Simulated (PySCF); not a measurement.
Run record for `CC(=O)O[SiH2][PH3+]`: CAM-B3LYP/def2-SVPD, full TDDFT, 6 singlets.

Method: TDDFT CAM-B3LYP/def2-SVPD, vertical, gas phase, core orbitals frozen in the response (PySCF 2.14.0, density-fitted response routines). Geometry: GFN2-xTB. A driver script takes a list of jobs; this job's settings line and coordinates (Å) are shown.

Command:
```bash
OMP_NUM_THREADS=1 python probes_run.py task.json out
```

Input:
```
{"job": {"kind": "uv", "xc": "CAM-B3LYP", "basis": "def2-SVPD", "nstates": 6, "ntriplets": 5, "tda": false}, "charge": 1, "multiplicity": 1}
C      2.474501    -0.381077     0.218828
C      1.010093    -0.220227     0.111366
O      0.186228    -1.075705     0.362317
O      0.600633     0.986713    -0.293238
Si    -0.967316     1.439765    -0.507004
P     -2.048392    -0.516408     0.070462
H      2.993765     0.429377    -0.284238
H      2.773243    -1.348439    -0.182305
H      2.750702    -0.380080     1.275030
H     -1.285411     2.404402     0.533422
H     -1.170782     1.616524    -1.935709
H     -1.889276    -1.645820    -0.687507
H     -2.005057    -0.973268     1.360785
H     -3.423607    -0.336230    -0.064373
```

Output:
```
coarse grid: 12552 points
cycle   1  E = -861.3552322787  dE =  1.226e+00  |g| = 9.485e-01  |ddm| = 5.689e+00
cycle   2  E = -861.2208345743  dE =  1.344e-01  |g| = 1.329e+00  |ddm| = 3.543e+00
cycle   3  E = -861.5346785114  dE = -3.138e-01  |g| = 1.594e-01  |ddm| = 2.241e+00
cycle   4  E = -861.5388451427  dE = -4.167e-03  |g| = 7.406e-02  |ddm| = 3.116e-01
cycle   5  E = -861.5397974325  dE = -9.523e-04  |g| = 1.684e-02  |ddm| = 1.035e-01
cycle   6  E = -861.5398622414  dE = -6.481e-05  |g| = 2.836e-03  |ddm| = 3.271e-02
cycle   7  E = -861.5398645824  dE = -2.341e-06  |g| = 8.672e-04  |ddm| = 7.601e-03
final grid: 111664 points
cycle   8  E = -861.6652888928  dE = -1.839e-05  |g| = 3.214e-03  |ddm| = 5.054e-02
cycle   9  E = -861.6652885383  dE =  3.545e-07  |g| = 3.681e-03  |ddm| = 1.091e-02
cycle  10  E = -861.6652911372  dE = -2.599e-06  |g| = 6.371e-04  |ddm| = 5.118e-03
cycle  11  E = -861.6652912105  dE = -7.329e-08  |g| = 1.589e-04  |ddm| = 9.182e-04
cycle  12  E = -861.6652912144  dE = -3.865e-09  |g| = 8.891e-05  |ddm| = 3.371e-04
cycle  13  E = -861.6652912159  dE = -1.526e-09  |g| = 9.416e-06  |ddm| = 1.371e-04
cycle  14  E = -861.6652912159  dE = -3.024e-11  |g| = 3.165e-06  |ddm| = 2.741e-05
converged SCF energy = -861.6652912159

Static polarisability (au): isotropic 73.832, principal 58.514 75.995 86.986

Singlet excitations
state   eV       nm        f      main configurations
  1   6.1380    202.0   0.00109   H->L+2 0.79, H->L+1 0.13
  2   7.3203    169.4   0.05446   H->L 0.82, H-1->L+2 0.11
  3   7.4310    166.8   0.00075   H->L+1 0.81, H->L+2 0.14
  4   7.8350    158.2   0.00563   H-1->L 0.90
  5   7.8922    157.1   0.00733   H->L+3 0.92
  6   8.1657    151.8   0.00281   H-2->L+2 0.65, H-2->L+1 0.12

Triplet excitations (Tamm-Dancoff, eV): 5.7041 6.3667 6.7962 7.0650 7.4229
```

The SCF starts on a coarse grid where the log names one; the energy can jump when the final grid takes over, and dE then counts from the start density on the new grid. H and L stand for HOMO and LUMO; the number after each pair is its weight.

How does the lowest singlet excitation compare with the HOMO–LUMO gap?

HOMO -14.60 eV and LUMO -4.26 eV give a gap of 10.34 eV; S1 at 6.14 eV lies 4.20 eV below it.

Which computed singlet has the largest oscillator strength, and what do all of them sum to?

State 2 at 7.32 eV (169 nm), f = 0.054; the 6 states sum to 0.072.

In short: SCF converged in 14 cycles with 198 basis and 757 fitting functions; HOMO -14.60 eV, LUMO -4.26 eV; lowest singlet 6.14 eV; lowest triplet 5.70 eV (Tamm–Dancoff); mean polarisability 73.8 au.

Rough CPU time on one thread of a shared machine: about 80 s.

Shape of the structure used: `[CH3:1][C:2](=[O:3])[O:4][SiH2:5][PH3+:6]`: C1–C2–O4–Si5 180°, C2–O4–Si5–P6 0°.

One conformer stands for the species.
